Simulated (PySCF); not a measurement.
Br2, triplet, geometry from GFN2-xTB (a higher spin typed on purpose: for a closed-shell molecule this is an excited state); PySCF with B3LYP/def2-SVP.

Here is a job for PySCF.
```python
from pyscf import gto, scf, dft

mol = gto.M(
    atom='''
Br   -0.000000   -0.000000   -1.426657
Br    0.000000    0.000000    1.426657
''',
    basis='def2-svp',
    charge=0,
    spin=2,
    verbose=4,
)

mf = dft.UKS(mol)
mf.xc = 'b3lyp'
mf.kernel()
mf.analyze()
```

**Question.** What does PySCF print? Leave out banner, timings and long lists.

**Answer.** 
```
PySCF version 2.14.0

[INPUT] verbose = 4
[INPUT] num. atoms = 2
[INPUT] num. electrons = 70
[INPUT] charge = 0
[INPUT] spin (= nelec alpha-beta = 2S) = 2
[INPUT] symmetry False subgroup None
[INPUT] Mole.unit = angstrom
[INPUT] Symbol           X                Y                Z      unit          X                Y                Z       unit  Magmom
[...]
nuclear repulsion = 227.189185409317
number of shells = 24
number of NR pGTOs = 148
number of NR cGTOs = 64
basis = def2-svp
ecp = {}

******** <class 'pyscf.dft.uks.UKS'> ********
method = UKS
initial guess = minao
damping factor = 0
level_shift factor = 0
DIIS = <class 'pyscf.scf.diis.CDIIS'>
diis_start_cycle = 1
diis_space = 8
diis_damp = 0
SCF conv_tol = 1e-09
SCF conv_tol_grad = None
SCF max_cycles = 50
direct_scf = True
direct_scf_tol = 1e-13
number electrons alpha = 36  beta = 34
XC library pyscf.dft.libxc version 7.1.2
    S. Lehtola, C. Steigemann, M. J. T. Oliveira, and M. A. L. Marques,  SoftwareX 7, 1–5 (2018)
XC functionals = b3lyp
    P. J. Stephens, F. J. Devlin, C. F. Chabalowski, and M. J. Frisch,  J. Phys. Chem. 98, 11623 (1994)
radial grids:
    Treutler-Ahlrichs [JCP 102, 346 (1995); DOI:10.1063/1.469408] (M4) radial grids

becke partition: Becke, JCP 88, 2547 (1988); DOI:10.1063/1.454033
pruning grids: <function nwchem_prune>
grids dens level: 3
symmetrized grids: False
atomic radii adjust function: <function treutler_atomic_radii_adjust>
small_rho_cutoff = 0
Set gradient conv threshold to 3.16228e-05
tot grids = 40848
init E= -5145.47718184677

cycle= 1 E= -5147.67574547069  delta_E= -2.2  |g|= 0.113  |ddm|= 1.15
cycle= 2 E= -5147.67789612839  delta_E= -0.00215  |g|= 0.0726  |ddm|= 0.093
cycle= 3 E= -5147.67857694372  delta_E= -0.000681  |g|= 0.00676  |ddm|= 0.0385
cycle= 4 E= -5147.67859435887  delta_E= -1.74e-05  |g|= 0.00184  |ddm|= 0.0124
cycle= 5 E= -5147.67859600489  delta_E= -1.65e-06  |g|= 0.000332  |ddm|= 0.00332
cycle= 6 E= -5147.67859606859  delta_E= -6.37e-08  |g|= 0.000112  |ddm|= 0.000462
cycle= 7 E= -5147.67859607564  delta_E= -7.05e-09  |g|= 4.93e-06  |ddm|= 0.00014
cycle= 8 E= -5147.67859607566  delta_E= -2.18e-11  |g|= 2.28e-07  |ddm|= 1.48e-05
Extra cycle  E= -5147.67859607566  delta_E= 7.28e-12  |g|= 5.49e-08  |ddm|= 5.8e-07
converged SCF energy = -5147.67859607566  <S^2> = 2.0027986  2S+1 = 3.0018652
**** SCF Summaries ****
Total Energy =                       -5147.678596075655150
Nuclear Repulsion Energy =             227.189185409317020
[...]
spin_pop of  0 Br 3py      -0.00000
spin_pop of  0 Br 3pz       0.00012
spin_pop of  0 Br 4px       0.49842
spin_pop of  0 Br 4py       0.00132
spin_pop of  0 Br 4pz       0.49569
spin_pop of  0 Br 5px       0.00018
spin_pop of  0 Br 5py       0.00006
spin_pop of  0 Br 5pz       0.00048
spin_pop of  0 Br 3dxy     -0.00002
spin_pop of  0 Br 3dyz     -0.00002
spin_pop of  0 Br 3dz^2    -0.00002
spin_pop of  0 Br 3dxz     -0.00003
spin_pop of  0 Br 3dx2-y2   -0.00002
spin_pop of  0 Br 4dxy      0.00002
spin_pop of  0 Br 4dyz      0.00000
spin_pop of  0 Br 4dz^2    -0.00005
spin_pop of  0 Br 4dxz     -0.00007
spin_pop of  0 Br 4dx2-y2    0.00019
spin_pop of  0 Br 5dxy      0.00000
spin_pop of  0 Br 5dyz      0.00000
spin_pop of  0 Br 5dz^2     0.00002
spin_pop of  0 Br 5dxz      0.00000
spin_pop of  0 Br 5dx2-y2    0.00001
spin_pop of  1 Br 1s        0.00000
spin_pop of  1 Br 2s        0.00000
spin_pop of  1 Br 3s       -0.00003
spin_pop of  1 Br 4s        0.00356
spin_pop of  1 Br 5s        0.00005
spin_pop of  1 Br 2px       0.00000
spin_pop of  1 Br 2py       0.00000
spin_pop of  1 Br 2pz       0.00000
spin_pop of  1 Br 3px       0.00012
spin_pop of  1 Br 3py      -0.00000
spin_pop of  1 Br 3pz       0.00012
spin_pop of  1 Br 4px       0.49842
spin_pop of  1 Br 4py       0.00132
spin_pop of  1 Br 4pz       0.49569
spin_pop of  1 Br 5px       0.00018
spin_pop of  1 Br 5py       0.00006
spin_pop of  1 Br 5pz       0.00048
spin_pop of  1 Br 3dxy     -0.00002
spin_pop of  1 Br 3dyz     -0.00002
spin_pop of  1 Br 3dz^2    -0.00002
spin_pop of  1 Br 3dxz     -0.00003
spin_pop of  1 Br 3dx2-y2   -0.00002
spin_pop of  1 Br 4dxy      0.00002
spin_pop of  1 Br 4dyz      0.00000
spin_pop of  1 Br 4dz^2    -0.00005
spin_pop of  1 Br 4dxz     -0.00007
spin_pop of  1 Br 4dx2-y2    0.00019
spin_pop of  1 Br 5dxy      0.00000
spin_pop of  1 Br 5dyz      0.00000
spin_pop of  1 Br 5dz^2     0.00002
spin_pop of  1 Br 5dxz      0.00000
spin_pop of  1 Br 5dx2-y2    0.00001
 ** Mulliken Spin Density (per atom)  **
spin density of  0 Br =      1.00000
spin density of  1 Br =      1.00000
 ** Mulliken pop alpha/beta on meta-lowdin orthogonal AOs **
 ** Mulliken pop       alpha | beta **
In total            36.00000 | 34.00000
 ** Mulliken atomic charges   ( Nelec_alpha | Nelec_beta ) **
charge of  0Br =      0.00000  (    18.00000     17.00000 )
charge of  1Br =     -0.00000  (    18.00000     17.00000 )
Dipole moment(X, Y, Z, Debye): -0.00000,  0.00000, -0.00000
```
